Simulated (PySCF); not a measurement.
A run for PySCF: R-B3LYP/6-311+G** on CH7NS (a complex), monomers drawn apart or pushed together.

```python
from pyscf import gto, scf, dft, mp
from pyscf.data.elements import chemcore

mol = gto.M(
    atom='''
    S     0.29857264    0.13114982   -0.13144644
    H     0.51332135    0.25786417    1.20852788
    H     0.57665370   -1.18196172   -0.12453179
    C    -0.87446628   -0.41378928    5.28701683
    N     0.33117912    0.33624095    4.92760975
    H    -0.76289103   -1.44751331    4.95810473
    H    -1.72705291    0.00506211    4.75188910
    H    -1.10581373   -0.41765657    6.35866220
    H     1.15176722   -0.04869712    5.37958822
    H     0.25763565    1.30496654    5.21457216
    ''',
    basis='6-311+g**',
    charge=0, spin=0, verbose=3, max_memory=1800)
mf = dft.RKS(mol, xc='b3lyp')
mf.conv_tol = 1e-8
mf.max_cycle = 100
mf.kernel()
if not mf.converged:
    mf = mf.newton().run(mf.mo_coeff, mf.mo_occ)
```

Output:

```
converged SCF energy = -495.317884918935
```

The calculation finished and met its thresholds.

Cost: around 9 core-seconds (rough).
